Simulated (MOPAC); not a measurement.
Job for MOPAC: PM7 on CuNi, 2S+1 = 2, a spin state set in the input, which need not be the lowest, a point of a bond scan (R = 2.423 Å).

```
PM7 1SCF PRECISE CHARGE=0 UHF MS=0.5 THREADS=1
CuNi

Ni     0.00000000 1     0.00000000 1     0.00000000 1
Cu     0.00000000 1     0.00000000 1     2.42252700 1
```

The log:

```
*******************************************************************************
 **                                                                           **
 **                              MOPAC v23.2.5                                **
 **                                                                           **
 *******************************************************************************
 ** MOPAC's Digital Object Identifier: https://doi.org/10.5281/zenodo.6511958 **
 **                                                                           **
 ** Please cite the open-source release paper for use of this MOPAC version:  **
 ** J. E. Moussa and J. J. P. Stewart (2026)                                  **
 ** MOPAC: An open-source semiempirical molecular orbital program             **
 ** J. Open Source Softw., 11(119), 8025, https://doi.org/10.21105/joss.08025 **
 *******************************************************************************

                              PM7 CALCULATION RESULTS

 *******************************************************************************
 *  PM7        - The PM7 Hamiltonian to be used
 *  UHF        - UNRESTRICTED HARTREE-FOCK CALCULATION
 *
 *
 *
 *                 CHARGE ON SYSTEM = 0
 *
 *
 *
 *  MS=        - IN MECI, MAGNETIC COMPONENT OF SPIN =  0.5
 *  PRECISE    - TIGHTER CRITERIA TO BE USED
 *  1SCF       - DO 1 SCF AND THEN STOP
 *  THREADS=1  - MULTI-THREADING NOT USED
 *  T=         - A TIME OF 172800.0 SECONDS REQUESTED
 *  DUMP=N     - RESTART FILE WRITTEN EVERY 7200.0 SECONDS REQUESTED
 *******************************************************************************
PM7 1SCF PRECISE CHARGE=0 UHF MS=0.5 THREADS=1
 CuNi

   ATOM   CHEMICAL          X               Y               Z
  NUMBER   SYMBOL      (ANGSTROMS)     (ANGSTROMS)     (ANGSTROMS)

     1      Ni          0.00000000  *   0.00000000  *   0.00000000  *
     2      Cu          0.00000000  *   0.00000000  *   2.42252700  *



          CARTESIAN COORDINATES

    NO.       ATOM           X           Y           Z

     1        Ni          0.0000      0.0000      0.0000
     2        Cu          0.0000      0.0000      2.4225

 General Reference for PM7:
 "Optimization of Parameters for Semiempirical Methods VI: More Modifications to the
 NDDO Approximations and Re-optimization of Parameters", J. J. P. Stewart, J. Mol. Mod., 1:32, 19 (2013)
 https://link.springer.com/article/10.1007/s00894-012-1667-x

           Empirical Formula: Ni Cu  =     2 atoms



      MOLECULAR POINT GROUP   :   C*v


          UHF CALCULATION, NO. OF ALPHA ELECTRONS =   11
                           NO. OF BETA  ELECTRONS =   10

 -------------------------------------------------------------------------------
 PM7 1SCF PRECISE CHARGE=0 UHF MS=0.5 THREADS=1
 CuNi



     1SCF WAS SPECIFIED, SO BFGS WAS NOT USED
     SCF FIELD WAS ACHIEVED


                              PM7 CALCULATION
                                                       MOPAC v23.2.5 Linux




          FINAL HEAT OF FORMATION =         96.23055 KCAL/MOL =     402.62861 KJ/MOL


          COSMO AREA              =         65.85 SQUARE ANGSTROMS
          COSMO VOLUME            =         45.35 CUBIC ANGSTROMS

          IONIZATION POTENTIAL    =          7.142810 EV
          ALPHA SOMO LUMO (EV)    =         -7.496  4.090
          BETA  SOMO LUMO (EV)    =         -7.143 -0.577
          NO. OF ALPHA ELECTRONS  =         11
          NO. OF BETA  ELECTRONS  =         10
          MOLECULAR WEIGHT        =        122.2560         POINT GROUP:  C*v

          MOLECULAR DIMENSIONS (Angstroms)

            Atom       Atom       Distance
           Cu     2   Ni     1     2.42253
           Cu     2   Ni     1     0.00000
           Ni     1   Cu     2     0.00000


          SCF CALCULATIONS        =          1





   ATOM   CHEMICAL          X               Y               Z
  NUMBER   SYMBOL      (ANGSTROMS)     (ANGSTROMS)     (ANGSTROMS)

     1      Ni          0.00000000  *   0.00000000  *   0.00000000  *
     2      Cu          0.00000000  *   0.00000000  *   2.42252700  *

                             CARTESIAN COORDINATES

   1   Ni        0.000000000     0.000000000     0.000000000
   2   Cu        0.000000000     0.000000000     2.422527000


           Empirical Formula: Ni Cu  =     2 atoms



      MOLECULAR POINT GROUP   :   C*v


          ALPHA EIGENVALUES
 -11.02159  -9.28990  -9.28990  -9.24663  -9.24663  -9.22972  -8.27411  -7.88337
  -7.61619  -7.61619  -7.49642   4.09048  23.32688  25.70175  25.70175  28.19082
  28.19082  32.62711


           BETA EIGENVALUES
 -10.70460  -9.30718  -9.30718  -9.26345  -9.26345  -9.24578  -7.65077  -7.26954
  -7.26954  -7.14281  -0.57716   4.09549  23.39355  26.47614  26.47614  28.49791
  28.49791  32.68526


              NET ATOMIC CHARGES AND DIPOLE CONTRIBUTIONS

  ATOM NO.   TYPE          CHARGE      No. of ELECS.   s-Pop       p-Pop       d-Pop
    1         Ni          -0.364322       10.3643     1.33404     0.03210     8.99818
    2         Cu           0.364322       10.6357     0.61888     0.01688     9.99992
 DIPOLE           X         Y         Z       TOTAL
 POINT-CHG.     0.000     0.000     4.239     4.239
 HYBRID         0.000     0.000    -1.063     1.063
 SUM            0.000     0.000     3.176     3.176


          ATOMIC ORBITAL ELECTRON POPULATIONS

     Atom    s        px        py        pz      x^2-y^2     xz        z^2       yz        xy
    1 Ni   1.33404   0.00008   0.00008   0.03195   2.00000   1.99993   1.99832   1.99993   1.00000
    2 Cu   0.61888   0.00000   0.00000   0.01688   2.00000   1.99999   1.99993   1.99999   2.00000


                    (SZ)    =    0.500000
                    (S**2)  =    0.752959


          ATOMIC ORBITAL SPIN POPULATIONS

    Atom   Total    s     px     py     pz   x^2-y^2  xz     z^2    yz     xy
         Atomic
    1 Ni  1.0303  0.033  0.000  0.000 -0.001  0.000 -0.000 -0.002 -0.000  1.000
    2 Cu -0.0303 -0.030 -0.000 -0.000  0.000  0.000 -0.000  0.000 -0.000  0.000

 **********************
 *                    *
 * JOB ENDED NORMALLY *
 *                    *
 **********************




 == MOPAC DONE ==
```

The run finished.

Cost: around 0.03 core-seconds (rough).
